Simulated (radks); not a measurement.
Fractional charge and spin in the 6s shell of lead: the spin-up occupation runs from 0 to 1 and the spin-down occupation from 0 to 1; the fullest corner is Pb2+, [Xe] 4f14 5d10 6s(up 1, down 1). Method: scalar-relativistic Kohn-Sham, SCAN, spin-polarised, spherical densities, finite nucleus; meta-GGA in the generalised Kohn-Sham scheme; Fermi nuclear charge, rms radius of each element as measured or else 0.836 A^(1/3) + 0.57 fm; computed with a radial shooting solver on a logarithmic mesh with Libxc functionals. Energy (eV) minus the two flat planes that join the four corners (they meet along the diagonal where the two added fractions sum to one electron); zero is where a piecewise linear energy would lie.

down \ up       0     0.5       1
0           0.000  -1.107   0.000
0.5        -1.107   0.538  -1.036
1           0.000  -1.036   0.000

Corners above the fullest one (they belong to Pb3+ and the next ion): (up 1, down 0) 32.135 eV, (up 0, down 1) 32.135 eV, (up 0, down 0) 74.991 eV. With half an added electron in each spin the energy lies 0.538 eV from the planes (fractional-spin error, the static-correlation error of a stretched bond), and with half an added electron in spin up alone -1.107 eV (fractional-charge error). For a frontier s shell over closed shells the exact functional lies on the planes.
